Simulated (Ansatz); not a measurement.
Reaction (ligand exchange at a B–C bond): `CBCN` + `OCO` → `CBOCO` + CH₃NH₂

Isolated molecules relaxed with PBE0-D4/def2-TZVP in Ansatz; ΔE leaves out vibrations. CCSD(T)/CBS adds triple-zeta CCSD(T) − MP2 to the extrapolated MP2 energy (def2 sets, frozen cores). This one scheme is used for every species. Functionals use def2-TZVPP. B3LYP here is the variant with VWN-RPA as its local correlation; programs differ in this. Each species was taken in one conformer, which may not be the lowest.

| level | ΔE (kJ/mol) | difference from CCSD(T)/CBS |
| --- | --- | --- |
| PBE-D4 | -134.7 | 5.1 |
| PBE0-D4 | -135.1 | 4.7 |
| ωB97X-V | -139.0 | 0.8 |
| B2PLYP | -145.0 | -5.2 |
| B3LYP | -143.9 | -4.1 |
| HF/def2-TZVPP | -147.8 | -8.0 |
| MP2/def2-TZVPP | -143.1 | -3.3 |
| SCS-MP2/def2-TZVPP | -145.0 | -5.2 |
| HF/def2-QZVPP | -148.1 | -8.3 |
| SCS-MP2/def2-QZVPP | -143.4 | -3.6 |
| CCSD(T)/CBS | -139.8 | 0 |

Largest T1 diagnostic among the species: 0.012.

In def2-TZVPP, CCSD(T) changes the Hartree–Fock value by +4.9 kJ/mol (the triples alone add −0.6 kJ/mol) and MP2 by +4.6 kJ/mol.
